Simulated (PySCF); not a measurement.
Species: `C(C[Si@@](P)(N)C#C)[SiH3]`. The columns A, B, C and D hold Mulliken, IAO, Hirshfeld and ESP-fitted charges (e) of one PBE0/pcSseg-1 density (PySCF), in a shuffled order. Coordinates in Å (GFN2-xTB); the density's dipole moment is (1.55, 0.88, 0.83) D.

| atom | x | y | z | A | B | C | D |
| --- | --- | --- | --- | --- | --- | --- | --- |
| C1 | 3.754 | 0.966 | 0.310 | -0.237 | -0.203 | -0.098 | -0.130 |
| C2 | 2.573 | 0.806 | 0.148 | -0.151 | -0.347 | -0.170 | -0.585 |
| Si3 | 0.750 | 0.575 | -0.197 | +0.864 | +1.000 | +0.384 | +1.054 |
| N4 | -0.188 | 2.005 | 0.033 | -0.622 | -0.833 | -0.305 | -1.016 |
| P5 | 0.392 | -0.009 | -2.345 | -0.217 | -0.122 | -0.010 | -0.391 |
| C6 | 0.118 | -0.776 | 0.994 | -0.527 | -0.532 | -0.159 | -0.227 |
| C7 | -1.066 | -1.575 | 0.455 | -0.535 | -0.521 | -0.156 | -0.434 |
| Si8 | -2.697 | -0.602 | 0.333 | +0.498 | +0.593 | +0.298 | +0.391 |
| H9 | 4.786 | 1.103 | 0.470 | +0.060 | +0.200 | +0.094 | +0.248 |
| H10 | -0.251 | 2.416 | 0.949 | +0.195 | +0.266 | +0.121 | +0.364 |
| H11 | -0.190 | 2.721 | -0.675 | +0.199 | +0.267 | +0.119 | +0.391 |
| H12 | 1.230 | -1.111 | -2.298 | +0.063 | +0.002 | -0.008 | +0.094 |
| H13 | 1.401 | 0.792 | -2.852 | +0.070 | +0.006 | -0.008 | +0.121 |
| H14 | -0.153 | -0.314 | 1.945 | +0.143 | +0.144 | +0.038 | +0.096 |
| H15 | 0.944 | -1.459 | 1.210 | +0.150 | +0.153 | +0.038 | +0.072 |
| H16 | -0.808 | -1.966 | -0.534 | +0.149 | +0.137 | +0.030 | +0.135 |
| H17 | -1.223 | -2.448 | 1.096 | +0.147 | +0.148 | +0.041 | +0.143 |
| H18 | -2.957 | 0.045 | 1.625 | -0.095 | -0.127 | -0.083 | -0.099 |
| H19 | -2.643 | 0.400 | -0.728 | -0.059 | -0.106 | -0.081 | -0.118 |
| H20 | -3.776 | -1.559 | 0.058 | -0.096 | -0.124 | -0.084 | -0.111 |

Problem. Which column most likely holds the ESP-fitted charges?

Solution. D. Σ q r misses the density's dipole by 0.04 D (D), 1.96 D (C), 2.30 D (B), 4.13 D (A). Charges fitted to the outside potential are the only set here that is tied to the molecule's multipoles.

Problem. And the Hirshfeld charges?

Solution. C. The mean sizes are 0.116 e (C), 0.254 e (A), 0.292 e (B), 0.311 e (D), and Hirshfeld charges are commonly the smallest of these schemes.

As computed, A = Mulliken, B = IAO, C = Hirshfeld, D = ESP-fitted. Hydrogens on carbon: Mulliken +0.06 to +0.15, IAO +0.14 to +0.20, Hirshfeld +0.03 to +0.09, ESP-fitted +0.07 to +0.25 e.

The Mulliken scheme gives each basis function's population to the atom it is centred on and halves the overlap population of two atoms between them. The ESP scheme is a least-squares fit of atom-centred charges to the potential on four shells outside the van der Waals surface, with the total charge fixed.

Geometry: GFN2-xTB, one conformer, isolated molecule.

Shape of the structure used: `[CH:1]#[C:2][Si@@:3]([NH2:4])([PH2:5])[CH2:6][CH2:7][SiH3:8]`: C2–Si3–C6–C7 -151°, Si3–C6–C7–Si8 -70°, H–N4–Si3–C2 -63°, H–N4–Si3–C2 79°, H–P5–Si3–C2 56°, H–P5–Si3–C2 -37°.
